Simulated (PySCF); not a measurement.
A structure optimised at PBE-D3(BJ)/def2-SVP, used in a PySCF frequency run:

```xyz
7

O     -0.0909    -3.4160     0.0000
C      0.2054    -2.2800     0.0000
N      0.6119    -1.1252     0.0000
Ge     0.0075     0.5623     0.0000
F     -1.7190     0.6240     0.0000
F      0.5801     1.4041    -1.3902
F      0.5801     1.4041     1.3902
```
Charge 0, spin multiplicity 1.

Write its SMILES, formula and point group.

O=C=[N][Ge]([F])([F])[F], CF3GeNO, Cs

What are its rotational constants (standard atomic weights)?

3.4090, 1.1352, 1.1317 GHz
